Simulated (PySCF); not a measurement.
hexane (C6H14), SMILES CCCCCC. Coordinates come from a PBE-D3(BJ)/def2-SVP optimisation. The values are those of a single conformer.

**Question.** Give the equilibrium geometry at PBE-D3(BJ)/def2-SVP (PySCF confirms it by a frequency run) as Cartesian coordinates in Å. (Estimate from the structure and the level; the computed values follow.)

**Answer.** One answer among several that fit: 
```xyz
20

C      2.8801     0.8889    -0.3471
C      1.8541     0.0455     0.4104
C      0.4629     0.0518    -0.2308
C     -0.5676    -0.7915     0.5271
C     -1.9578    -0.8511    -0.1222
C     -2.6937     0.4902    -0.1747
H      3.0094     0.5270    -1.3887
H      2.5634     1.9514    -0.4067
H      3.8755     0.8643     0.1406
H      2.2150    -1.0047     0.4872
H      1.7719     0.4083     1.4594
H      0.1086     1.1036    -0.3109
H      0.5393    -0.3182    -1.2792
H     -0.6650    -0.4017     1.5664
H     -0.1733    -1.8266     0.6322
H     -1.8599    -1.2616    -1.1523
H     -2.5797    -1.5852     0.4345
H     -2.8081     0.9250     0.8409
H     -3.7092     0.3792    -0.6058
H     -2.1551     1.2365    -0.7938
```
